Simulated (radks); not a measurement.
Task: All-electron atom: La2+ in [Kr] 4d10 5s1.75 5p6 5d1 6s0.25 (fractional occupations, a model configuration). Calculated with a radial shooting solver on a logarithmic mesh with Libxc functionals: scalar-relativistic Kohn-Sham, exchange-only r2SCAN, spin-polarised, spherical densities, finite nucleus; open shells are filled with parallel spins first (spin-orbit coupling, left out, can overturn this in heavy ions); meta-GGA in the generalised Kohn-Sham scheme; Fermi nuclear charge, rms radius 4.855 fm. Some entries of the table are withheld. Estimate them.

orbital,occ.,eigenvalue (hartree),<1/r> (bohr^-1)
1s up,1,-1426.928,62.01
1s down,1,-1426.928,62.01
2s up,1,-228.2917,14.29
2s down,1,-228.2892,14.29
2p up,3,-204.5369,13.55
2p down,3,-204.5349,13.55
3s up,1,-49.49639,5.188
3s down,1,-49.49512,5.188
3p up,3,-41.86082,4.910
3p down,3,-41.85928,4.910
3d up,5,-30.90030,4.647
3d down,5,-30.89801,4.647
4s up,1,-10.51374,2.144
4s down,1,-10.50864,2.144
4p up,3,-8.00968,1.981
4p down,3,-8.00481,1.980
4d up,5,(1),1.723
4d down,5,(2),1.724
5s up,1,-1.95646,(3)
5s down,0.75,-1.92295,(4)
5p up,3,-1.33021,0.7253
5p down,3,-1.28977,0.7321
5d up,1,-0.54194,0.5024
6s up,0.25,(5),0.3315
5d down,0,-0.47372,0.5219

Result: 
(1) 4d up eigenvalue (hartree): -4.37087
(2) 4d down eigenvalue (hartree): -4.36478
(3) 5s up <1/r> (bohr^-1): 0.8387
(4) 5s down <1/r> (bohr^-1): 0.8430
(5) 6s up eigenvalue (hartree): -0.48400
